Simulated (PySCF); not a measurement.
**Radial density of B⁺ (boron, charge +1)**

UHF, [He] 2s2, closed-shell 1S. Computed with PySCF 2.14 in 6-31G*, with the non-relativistic Hamiltonian (point nucleus).

```csv
r (bohr),4πr²ρ (e/bohr)
0.00592,0.02955
0.00996,0.08155
0.0167,0.2172
0.0282,0.5453
0.0474,1.279
0.0797,2.625
0.134,4.378
0.226,5.114
0.379,3.351
0.638,1.053
1.07,0.9819
1.81,1.070
3.04,0.2311
5.11,0.005327
```
